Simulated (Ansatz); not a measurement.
`F[BH][GeH2][F]` + HI → `[F][GeH2][I]` + `BF` at 600 K and 1 bar (cleavage of the Ge–B bond).

Calculated with Ansatz (gas phase, PBE0-D4/def2-TZVP geometries, no zero-point term in ΔE). CCSD(T)/CBS is the MP2 limit (def2-TZVPP, def2-QZVPP) plus CCSD(T) − MP2 in def2-TZVPP, frozen cores. This one scheme is used for every species. Elements past krypton have def2 core potentials. For Ge, I outer-core shells are correlated without core-valence functions, which leaves a few kJ/mol of doubt a bond. Scalar relativity is left out up to krypton. Each species was taken in one conformer, which may not be the lowest.

```json
{"species": "`F[BH][GeH2][F]`", "CCSD(T)/CBS energy (Eh)": "-2302.35660", "H − E (kJ/mol)": "135.5", "S (J/(mol·K))": "398.0"}
{"species": "HI", "CCSD(T)/CBS energy (Eh)": "-298.03592", "H − E (kJ/mol)": "31.6", "S (J/(mol·K))": "227.0"}
{"species": "`[F][GeH2][I]`", "CCSD(T)/CBS energy (Eh)": "-2474.61172", "H − E (kJ/mol)": "87.3", "S (J/(mol·K))": "368.3"}
{"species": "`BF`", "CCSD(T)/CBS energy (Eh)": "-125.82039", "H − E (kJ/mol)": "83.0", "S (J/(mol·K))": "253.5"}
```

H − E and S are ideal-gas, rigid-rotor, harmonic terms from PBE0-D4/def2-TZVP, for one conformer and one mirror image of each species. 1 Eh = 2625.50 kJ/mol, R = 8.31446 J/(mol·K).

Q: By hand: ΔE, ΔH, ΔS and ΔG.

A: ΔE = (-2474.61172) + (-125.82039) − (-2302.35660) − (-298.03592) = -0.03959 Eh = -103.9 kJ/mol. Δ(H − E) = 87.3 + 83.0 − 135.5 − 31.6 = 3.2, so ΔH = -100.7 kJ/mol. ΔS = 368.3 + 253.5 − 398.0 − 227.0 = -3.2 J/(mol·K). ΔG = -100.7 − 600 × (-3.2)/1000 = -98.8 kJ/mol.

Q: By hand: the equilibrium constant, and the temperature at which ΔG would vanish if ΔH and ΔS stayed fixed.

A: log₁₀ K = −ΔG/(RT ln 10) = 8.6. ΔG = 0 at ΔH/ΔS = 31469 K, far beyond where these terms or the molecules hold.

The number of gas molecules stays the same, so ΔS is small and ΔH decides. A doubt of 5 kJ/mol in ΔE shifts log₁₀ K by 0.4 here. Other conformers and mirror images would add mixing entropy, several J/(mol·K) or more a flexible species. These are equilibria of isolated gas molecules and say nothing of rates. Largest T1 diagnostic: 0.013 (customary marks: 0.02 for closed shells, 0.045 for open ones).
